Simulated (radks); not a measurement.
Values are calculated unless marked as measured or tabulated.
Dispersion coefficients C6 (hartree bohr^6) between ground-configuration atoms and ions, from the Casimir-Polder integral (3/pi) of alpha_A(iw) alpha_B(iw). Level of theory: non-relativistic Kohn-Sham, LDA (Slater exchange, VWN5 correlation), spin-unpolarised, spherical densities, point nucleus (a radial shooting solver on a logarithmic mesh with Libxc functionals). Response by self-consistent Sternheimer equations with the Hartree and adiabatic LDA kernel. For heavy and open-shell atoms this level of theory can miss by tens of per cent.

C6,Sc,Zn,C,Cd,H,Cl,Br+,Br,O+
Sc,1423,,,,,,,,
Zn,605.9,278.6,,,,,,,
C,262.0,126.7,59.73,,,,,,
Cd,799.7,365.6,165.8,480.7,,,,,
H,129.3,60.85,28.14,79.56,13.45,,,,
Cl,316.4,158.8,76.80,208.0,35.57,100.8,,,
Br+,268.7,137.7,67.43,180.6,30.90,89.53,80.14,,
Br,432.6,215.0,103.2,281.5,48.02,134.7,119.3,180.2,
O+,60.21,32.26,16.20,42.58,7.227,22.12,20.18,29.28,5.347

Static polarisabilities (bohr^3): Sc ([Ar] 3d1 4s2) 116.2, Zn ([Ar] 3d10 4s2) 38.51, C ([He] 2s2 2p2) 14.47, Cd ([Kr] 4d10 5s2) 52.78, H (1s1) 7.537, Cl ([Ne] 3s2 3p5) 15.83, Br+ ([Ar] 3d10 4s2 4p4) 12.81, Br ([Ar] 3d10 4s2 4p5) 22.22, O+ ([He] 2s2 2p3) 2.626. The combination rule 2 Ca Cb / ((alpha_b/alpha_a) Ca + (alpha_a/alpha_b) Cb) gives 422.3 for Br-Sc, against 432.6 from the integral.
